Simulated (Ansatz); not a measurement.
Stepwise reaction of `[OH][AlH2]` with hydrogen chloride, as a gas-phase model of exchange steps in deposition or etching. ΔE in kJ/mol; ΔG adds harmonic PBE0-D4 terms to CCSD(T)/CBS, at 1 bar.

Program: Ansatz. Geometries: PBE0-D4/def2-TZVP. ΔE: electronic, gas phase. CCSD(T)/CBS is the MP2 limit (def2-TZVPP, def2-QZVPP) plus CCSD(T) − MP2 in def2-TZVPP, frozen cores. This one scheme is used for every species. DFT in def2-TZVPP. B3LYP here is the variant with VWN-RPA as its local correlation; programs differ in this. One conformer a species, not always the lowest.

```csv
step,reaction,PBE-D4,B3LYP-D4,ωB97M-V,CCSD(T)/CBS,ΔG(600 K)
1,`[OH][AlH2]` + HCl → `[OH][AlH][Cl]` + H₂,-149.2,-150.9,-151.8,-153.3,-143.6
```

(1) Give the row of step 2, `[OH][AlH][Cl]` + HCl → `[OH][Al]([Cl])[Cl]` + H₂. (Best estimate.)

(2) By hand: ΔE of the 2 steps together at CCSD(T)/CBS.

Answers

(1) Ansatz gave: 
```csv
step,reaction,PBE-D4,B3LYP-D4,ωB97M-V,CCSD(T)/CBS,ΔG(600 K)
2,`[OH][AlH][Cl]` + HCl → `[OH][Al]([Cl])[Cl]` + H₂,-129.8,-132.4,-132.3,-135.2,-125.4
```

(2) (-153.3) + (-135.2) = -288.5 kJ/mol, or -144.2 kJ/mol a step.

In ΔE each step is higher than the one before. All are downhill at CCSD(T)/CBS. ΔG lies between -143.6 and -125.4 kJ/mol a step. PBE-D4 differs from CCSD(T)/CBS by 4.1 to 5.4 kJ/mol a step. Isolated molecules leave out the surface, adducts and barriers. Largest T1 diagnostic: 0.012.
